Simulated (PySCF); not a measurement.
Si(H)(F)(Br)(NH2) (BrFH3NSi), SMILES Br[SiH](F)N. Geometry: PBE0-D3(BJ)/def2-SVP. The structure was generated by enumeration, and PubChem lists no compound with its InChIKey, so it may never have been made. One conformer was computed; it need not be the lowest.

Calculation: PBE0-D3(BJ)/def2-SVP in PySCF 2.14.0.

Harmonic wavenumbers (cm⁻¹): 141, 222, 256, 318, 348, 443, 693, 841, 866, 894, 967, 1529, 2318, 3621, 3727. Rotational constants (GHz): 6.203, 2.066, 1.667; symmetry number 1.

### Question
Work out the zero-point energy and the ideal-gas rigid-rotor harmonic-oscillator thermochemistry at 298.15 K and 1 atm.

### Answer
ZPE = ½ Σ hcν = ½ × 17184 cm⁻¹ = 102.78 kJ/mol. H − E(el) = 120.68 kJ/mol. Entropy in J/(mol K): translation 170.73, rotation 113.43, vibration 44.54, total 328.70. G − E(el) = 22.68 kJ/mol. Cp = 87.81 J/(mol K). Modes under 150 cm⁻¹ make the vibrational entropy uncertain.
